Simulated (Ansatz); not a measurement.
Geometry optimisation, Ansatz, RKS r2SCAN/def2-SVP.

The input (input.yaml):

```yaml
crystal:
  periodic: [false, false, false]
  atoms:
    - { symbol: Ga, position_ang: [0.0, 0.0, 0.0] }
    - { symbol: H, position_ang: [0.0, 0.0, 1.92] }
    - { symbol: Cl, position_ang: [1.9398, 0.0, -1.12] }
    - { symbol: Cl, position_ang: [-1.9398, 0.0, -1.12] }
    - { symbol: "N", position_ang: [0.0932, -2.1142, 0.7032] }
    - { symbol: H, position_ang: [-0.4251, -2.8722, 0.1737] }
    - { symbol: H, position_ang: [0.6559, -2.3611, 1.5669] }
    - { symbol: H, position_ang: [0.0454, -1.0306, 1.8459] }
basis:
  gaussian: { orbitals: def2-SVP }
hamiltonian:
  xc: r2scan
relax:
  f_tol: 0.15
  max_steps: 25
  restrain:
    - { distance: [0, 4], at: 3.13, k: 30.0 }
    - { distance: [7, 1], at: 1.86, k: 30.0 }
    - { distance: [0, 1], at: 1.57, k: 30.0 }
    - { distance: [7, 4], at: 1.06, k: 30.0 }
output:
  orbitals: {}
```

Run as:

```bash
$ ansatz run input.yaml --threads 4 --pin off --max-ram 5120MiB --backend cpu --events-out ev --progress --plain --runs-dir out
```

Where does it end, and by what steps?

The forces met the threshold. The restraints hold the end off the free minimum; the threshold counts their pulls, which the force column leaves out. Restrained pairs: Ga1–N5 (2.23 → 3.12 Å), H2–H8 (1.03 → 1.87 Å), Ga1–H2 (1.92 → 1.56 Å), N5–H8 (1.58 → 1.04 Å). After 11 steps the energy has fallen by 2.872 eV (the restraints' own energy left out); N5 moved furthest, 0.80 Å.

```tsv
step	energy less start (eV)	largest force component (eV/Å)	accepted
0	0.0000	3.167	yes
1	0.2046	4.316	yes
2	-0.5243	4.714	yes
3	-1.7438	3.149	yes
4	-2.4776	1.707	yes
5	-2.8068	1.251	yes
6	-2.8436	1.074	yes
7	-2.8385	1.150	no
8	-2.8603	1.042	yes
9	-2.8694	1.017	yes
10	-2.8654	1.080	no
11	-2.8715	1.009	yes
```

```xyz
8
Properties=species:S:1:pos:R:3
Ga 0.024 0.254 -0.027
H -0.108 0.303 1.528
Cl 1.920 0.328 -1.015
Cl -1.689 0.080 -1.299
N 0.037 -2.521 1.393
H -0.676 -2.699 0.681
H 0.959 -2.567 0.950
H -0.098 -1.556 1.758
```

Time of the run: 24 s on 4 threads of Arm Neoverse V2, on a shared host, peak memory 0.18 GiB.
